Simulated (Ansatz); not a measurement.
Reaction (formal exchange of groups at the Al–B bond): `[CH3][GeH2][BH][AlH2]` + `S[CH2][GeH3]` → `[AlH2][CH](S)[GeH3]` + `[BH2][GeH2][CH3]`

Isolated molecules relaxed with PBE0-D4/def2-TZVP in Ansatz; ΔE leaves out vibrations. CBS: MP2 limit from def2 TZ/QZ plus the TZ coupled-cluster correction, frozen cores. DFT in def2-TZVPP. B3LYP here is the variant with VWN-RPA as its local correlation; programs differ in this. For Ge outer-core shells are correlated without core-valence functions, which leaves a few kJ/mol of doubt a bond. Scalar relativity is left out up to krypton. Each species was taken in one conformer, which may not be the lowest.

Task: Is it downhill or uphill in electronic energy at CCSD(T)/CBS, and by how much? (Best estimate.)

Result: The calculation gave: Downhill: ΔE = -26.2 kJ/mol.

Task: What do these levels give: B3LYP-D4, ωB97X-V, B2PLYP, r2SCAN, MP2/def2-TZVPP, CCSD/CBS(def2)? (An estimate is asked.)

Result: The calculation gave: B3LYP-D4 -22.3, ωB97X-V -23.0, B2PLYP -23.6, r2SCAN -20.3, MP2/def2-TZVPP -34.1, CCSD/CBS(def2) -24.8 kJ/mol.

Largest T1 diagnostic among the species: 0.012.

In def2-TZVPP, CCSD(T) changes the Hartree–Fock value by −3.3 kJ/mol (the triples alone add −1.4 kJ/mol) and MP2 by −13.7 kJ/mol. From PBE to PBE0 (25 % exact exchange), in def2-TZVPP and without D4, ΔE moves by −3.8 kJ/mol.
